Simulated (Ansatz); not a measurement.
A nudged elastic band was laid between two geometries of CH₈AlNSi (12 atoms, charge 0, multiplicity 1).

Method: RKS PBE0/6-31G* in Ansatz 0.2.0.

- movable images: 5
- climbing image: yes
- spring: 5.0 eV/Å²
- optimiser: quadratic models (default)
- start path: through a guess of the saddle point
- force threshold: 0.05 eV/Å
- iteration limit: 56
- end points: relaxed

Image 0:

```xyz
12
Properties=species:S:1:pos:R:3
C -0.392 1.386 -0.304
N -0.012 0.044 0.144
Al 0.056 -0.360 1.892
Si 0.356 -1.088 -1.127
H -1.283 1.361 -0.948
H -0.623 2.032 0.550
H 0.416 1.867 -0.873
H -0.318 0.813 2.901
H 0.481 -1.830 2.317
H -0.812 -1.276 -2.042
H 1.494 -0.612 -1.971
H 0.713 -2.391 -0.506
```

Image 6:

```xyz
12
Properties=species:S:1:pos:R:3
C -0.400 1.384 -0.305
N -0.025 0.041 0.143
Al -0.094 -0.406 1.881
Si 0.477 -1.051 -1.117
H -0.703 2.009 0.543
H 0.436 1.891 -0.807
H -1.244 1.354 -1.010
H -0.580 0.731 2.884
H 0.329 -1.877 2.304
H -0.605 -1.249 -2.130
H 1.667 -0.524 -1.854
H 0.819 -2.358 -0.497
```

Problem. What changes between the two ends?

Solution. No bond is made or broken. The dihedral H7–C1–N2–Al3 goes from 119 to -120°. The two ends are copies of one structure, up to a mirror image or an exchange of like atoms.

Problem. What energy profile does the band end with?

Solution. The run converged. The highest image is number 3 of 0 to 6, 0.081 eV above the ends, which have the same energy within 2 meV. A vibrational analysis at the climbing image gives one clearly imaginary mode, 182i cm⁻¹: a first-order saddle point.

| image | path coordinate (Å) | energy (eV) | dihedral H7–C1–N2–Al3 (°) |
| --- | --- | --- | --- |
| 0 | 0.00 | 0.000 | 119 |
| 1 | 0.61 | 0.019 | 140 |
| 2 | 1.21 | 0.060 | 160 |
| 3 | 1.82 | 0.081 | -179 |
| 4 | 2.40 | 0.059 | -160 |
| 5 | 2.98 | 0.019 | -140 |
| 6 | 3.56 | 0.000 | -120 |

Problem. What is the geometry of the highest image?

Solution. 
```xyz
12
Properties=species:S:1:pos:R:3
C -0.341 1.413 -0.295
N -0.020 0.047 0.143
Al -0.065 -0.408 1.882
Si 0.397 -1.072 -1.122
H -1.359 1.702 -0.007
H 0.352 2.149 0.131
H -0.280 1.513 -1.386
H -0.465 0.736 2.915
H 0.290 -1.902 2.282
H -0.716 -1.238 -2.106
H 1.585 -0.607 -1.902
H 0.701 -2.389 -0.500
```

Problem. What are the harmonic wavenumbers there?

Solution. 182i, 130, 191, 195, 242, 256, 507, 550, 595, 706, 715, 763, 927, 928, 953, 999, 1143, 1144, 1211, 1493, 1525, 1536, 1940, 1962, 2221, 2231, 2273, 3045, 3113, 3123 cm⁻¹.

Run time: 10 min on 1 thread of Arm Neoverse V1, with other jobs on the host, peak memory 0.18 GiB.
